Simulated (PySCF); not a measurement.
Polarisability and C₆ of Te⁺ (tellurium, charge +1)

[Kr] 4d10 5s2 5p3, high-spin 4S determinant. All numbers are calculated (PySCF 2.14, scalar relativity through the core potential, in def2-TZVPPD with the def2 core potential (28 electrons) (7s6p4d2f, 59 functions)). Coupled (time-dependent) response in atomic units; α is the mean over directions.

```json
{"method": "UHF", "mean α (bohr³)": "22.28", "C₆ (like pair)": "189.8", "S(−4)": "103.5"}
{"method": "PBE", "mean α (bohr³)": "22.52", "C₆ (like pair)": "191.0", "S(−4)": "110.6"}
{"method": "PBE0", "mean α (bohr³)": "22.19", "C₆ (like pair)": "188.0", "S(−4)": "104.5"}
{"method": "r2SCAN0", "mean α (bohr³)": "21.90", "C₆ (like pair)": "189.6", "S(−4)": "95.47"}
{"method": "B3LYP", "mean α (bohr³)": "22.14", "C₆ (like pair)": "186.7", "S(−4)": "105.6"}
```

S(−4) is the Cauchy moment in α(ω) = α(0) + S(−4) ω² + …

α(iu) at B3LYP:

| u (hartree) | α(iu) (bohr³) |
| --- | --- |
| 0 | 22.14 |
| 0.0500 | 21.88 |
| 0.100 | 21.14 |
| 0.200 | 18.68 |
| 0.300 | 15.77 |
| 0.500 | 10.84 |
| 0.750 | 7.061 |
| 1.00 | 4.966 |
| 1.50 | 2.939 |
| 2.00 | 2.016 |
| 3.00 | 1.174 |
| 5.00 | 0.5664 |

A single London oscillator, α(iu) = α/(1 + u²/ω²), gives C₆ = (3/4) ω α². Matching the computed C₆ needs ω = 4 × 186.7 / (3 × 22.14²) = 0.508 hartree.

For an ion, C₆ is the dispersion term alone; charge-induced terms of lower order in 1/R come first.

Energies and moments cover only the electrons outside the core potential.
